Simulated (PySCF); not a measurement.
Compound: C8H17P.
Bonds: C1–C2, C2–C3, C3–C4, C4–P5, P5–C6, C6–C7, C6–C8, P5–C9, C3–C9. Hydrogens: H10, H11, H12 on C1; H13, H14 on C2; H15 on C3; H16, H17 on C4; H18 on C6; H19, H20, H21 on C7; H22, H23, H24 on C8; H25, H26 on C9.

NICS is the negative of the GIAO shielding at a point without a nucleus: at the ring centre (0) and 1 Å above and below it (1); zz is the component along the ring normal. Level: GIAO PBE0/pcSseg-1 (PySCF, non-relativistic, gas phase) on the GFN2-xTB geometry, one conformer.

Ring bond lengths (Å), with Mayer bond orders in brackets: C3–C4 1.538 (0.97), C4–P5 1.878 (0.96), P5–C9 1.879 (0.96), C9–C3 1.538 (0.98).

**Question.** Give the NICS values of each ring in ppm.

**Answer.** 
```tsv
ring	type	NICS(0)	NICS(1), two faces	NICS(1)zz, two faces	rms pucker (Å)	centre to ring atoms, mean (Å)
C3–C4–P5–C9	4-membered ring with P; formal bonds all single	2.0	0.5 / -0.3	7.5 / 6.4	0.09	1.20
```

**Question.** What can be read from them?

**Answer.** 
- C3–C4–P5–C9: mean NICS(1)zz 7.0 ppm, deshielded. C3, C4, C9 have four or more neighbours, and the NICS criterion for π rings isn't applied.

**Question.** Give the inner angles of the rings and the Hirshfeld charges of the ring atoms.

**Answer.** 
- C3–C4–P5–C9: C3 96.6° (-0.024 e), C4 92.6° (-0.119 e), P5 75.4° (+0.138 e), C9 92.6° (-0.119 e); sum 357.3° against 360° for a flat convex ring.

**Question.** How shielded are the nuclei of the rings and their hydrogens (means over atoms taken as equivalent)?

**Answer.** 
| atoms | environment | σ isotropic (ppm) |
| --- | --- | --- |
| C3 | four-membered-ring carbon | 144.9 |
| C4 (×2) | sp3 carbon bound to phosphorus | 159.5 |
| P5 | phosphine phosphorus | 332.7 |
| H15 | methine hydrogen | 28.89 |
| H16 (×2) | methylene hydrogen | 30.01 |
| H17 (×2) | methylene hydrogen | 30.10 |

Time: 55 s of wall time; peak memory 1.1 GiB. Hardware: Arm Neoverse V1, one thread, no GPU, shared host with 64 logical CPUs at a one-minute load of 32. This is the whole shielding run at PBE0/pcSseg-1, SCF included.

The values belong to the conformer `[CH3:1][CH2:2][CH:3]1[CH2:4][P:5]([CH:6]([CH3:7])[CH3:8])[CH2:9]1`: C1–C2–C3–C4 -69°, C4–P5–C6–C7 158°.
